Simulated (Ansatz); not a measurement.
Isomers of C3H6OSe, relaxed with PBE0-D4/def2-TZVP in Ansatz; electronic energies, one conformer each and not always the lowest. Functionals use def2-TZVPP; CBS adds triple-zeta CCSD(T) − MP2 to the MP2 limit of def2-TZVPP and def2-QZVPP.

Outer-core shells of Se are correlated without core-valence functions. Scalar relativity is left out up to krypton. Spin–orbit coupling is left out.

Order them by energy at frozen-core CCSD(T)/CBS, lowest first. (Best estimate.)
A. `CC1OC[Se]1`
B. `OC1CC[Se]1`
C. `C[Se]C(C)=O`

C (0.0 kcal/mol), B (13.8 kcal/mol), A (25.1 kcal/mol).

How do HF/CBS(def2), ωB97M-V, PBE-D4, B3LYP place them (kcal/mol, against `C[Se]C(C)=O`)? (An estimate is asked.)

Ansatz gave: 
| isomer | HF/CBS(def2) | ωB97M-V | PBE-D4 | B3LYP |
| --- | --- | --- | --- | --- |
| `CC1OC[Se]1` | 27.7 | 25.5 | 28.7 | 29.6 |
| `OC1CC[Se]1` | 19.2 | 14.9 | 17.7 | 20.0 |

B3LYP here is the variant with VWN-RPA as its local correlation; programs differ in this.
